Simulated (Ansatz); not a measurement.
A nudged elastic band was laid between two geometries of Cl$_{2}$H$_{4}$OSiSn (9 atoms, charge 0, multiplicity 1).

These are results of RKS B3LYP/def2-SVP (Ansatz), not measurements.

* movable images: 5
* climbing image: yes
* spring: 5.0 eV/Å²
* optimiser: quadratic models (default)
* start path: through a guess of the saddle point
* force threshold: 0.03 eV/Å
* iteration limit: 60
* end points: relaxed

First end point:

```xyz
9
Properties=species:S:1:pos:R:3
Sn -0.975 0.261 -2.200
Si 0.876 0.427 1.066
O 0.582 -0.318 -0.451
H 0.351 -1.269 -0.454
Cl -2.421 1.167 -0.449
Cl -1.349 -2.170 -1.881
H 0.913 1.879 0.775
H -0.179 0.068 2.044
H 2.201 -0.046 1.551
```

Last end point:

```xyz
9
Properties=species:S:1:pos:R:3
Sn -1.207 0.711 -1.949
Si 0.809 0.651 0.848
O 0.348 1.031 -0.691
H 0.193 -1.875 -0.411
Cl -2.868 0.310 -0.217
Cl -0.195 -2.285 -1.589
H 2.252 0.974 1.046
H 0.003 1.325 1.905
H 0.666 -0.841 1.059
```

(1) Which bonds break or form, and what moves?

(2) Give the energies along the band, and the barrier.

(3) What is the geometry of the highest image?

The band took 31 iterations and roughly 13 core-minutes.

## Answers

(1) Bonds broken: Sn1–Cl6, O3–H4. Bonds formed: H4–Cl6. Cl2H4OSiSn becomes ClH + ClH3OSiSn.

(2) The run converged. The highest image is number 4 of 0 to 6, 1.03 eV above the first end and 0.07 eV above the last; the last end lies 0.96 eV above the first. A vibrational analysis at the climbing image gives one clearly imaginary mode, 112i cm⁻¹, and a faint second one (35i cm⁻¹) that may be numerical noise or a soft torsion: probably a first-order saddle point. The orbitals stay closed-shell, which can raise the energy where a bond breaks towards radicals; this wasn't checked here.

```json
{"image": "0", "path coordinate (Å)": "0.00", "energy (eV)": "0.00", "Sn1–Cl6 (Å)": "2.48", "O3–H4 (Å)": "0.98", "H4–Cl6 (Å)": "2.40"}
{"image": "1", "path coordinate (Å)": "1.10", "energy (eV)": "0.03", "Sn1–Cl6 (Å)": "2.48", "O3–H4 (Å)": "0.98", "H4–Cl6 (Å)": "2.36"}
{"image": "2", "path coordinate (Å)": "2.20", "energy (eV)": "0.08", "Sn1–Cl6 (Å)": "2.49", "O3–H4 (Å)": "0.98", "H4–Cl6 (Å)": "2.30"}
{"image": "3", "path coordinate (Å)": "3.30", "energy (eV)": "0.80", "Sn1–Cl6 (Å)": "2.81", "O3–H4 (Å)": "1.25", "H4–Cl6 (Å)": "1.60"}
{"image": "4", "path coordinate (Å)": "4.40", "energy (eV)": "1.03", "Sn1–Cl6 (Å)": "3.23", "O3–H4 (Å)": "2.61", "H4–Cl6 (Å)": "1.30"}
{"image": "5", "path coordinate (Å)": "5.22", "energy (eV)": "0.99", "Sn1–Cl6 (Å)": "3.20", "O3–H4 (Å)": "2.87", "H4–Cl6 (Å)": "1.30"}
{"image": "6", "path coordinate (Å)": "6.06", "energy (eV)": "0.96", "Sn1–Cl6 (Å)": "3.18", "O3–H4 (Å)": "2.92", "H4–Cl6 (Å)": "1.31"}
```

(3) 
```xyz
9
Properties=species:S:1:pos:R:3
Sn -1.117 0.997 -1.861
Si 0.903 0.487 1.131
O -0.146 0.753 -0.107
H 0.123 -1.772 -0.723
Cl -3.350 0.503 -1.063
Cl -0.156 -2.082 -1.952
H 2.194 1.217 0.939
H 0.325 0.879 2.450
H 1.224 -0.982 1.186
```

Time of the run: 6.8 min on 2 threads of AMD EPYC 9R14 (Zen 4), with other jobs on the host, peak memory 0.35 GiB.
